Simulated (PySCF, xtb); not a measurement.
C5H9N, SMILES CC(C)=C=CN. Other conformers were not sampled.

Harmonic wavenumbers (cm⁻¹) from GFN2-xTB (xtb) at its own minimum, in rising order: 106, 118, 126, 163, 246, 330, 338, 389, 504, 537, 755, 766, 809, 971, 977, 994, 1061, 1090, 1159, 1200, 1255, 1390, 1401, 1459, 1479, 1481, 1489, 1501, 1531, 2075, 2992, 2995, 3004, 3010, 3013, 3045, 3051, 3414, 3464.

Problem. What does ωB97X-D3(BJ)/def2-SVP in PySCF 2.14.0 give at its own minimum? (Estimate from the structure and the level; the computed values follow.)

Solution. 118, 137, 154, 196, 249, 339, 358, 423, 563, 603, 700, 757, 872, 961, 982, 999, 1095, 1123, 1217, 1243, 1296, 1400, 1404, 1456, 1462, 1463, 1473, 1549, 1639, 2124, 3051, 3054, 3129, 3130, 3174, 3180, 3182, 3585, 3686. Paired by order, the mean absolute difference is 54 cm⁻¹ and the zero-point energies are 79.6 and 82.2 kcal/mol.
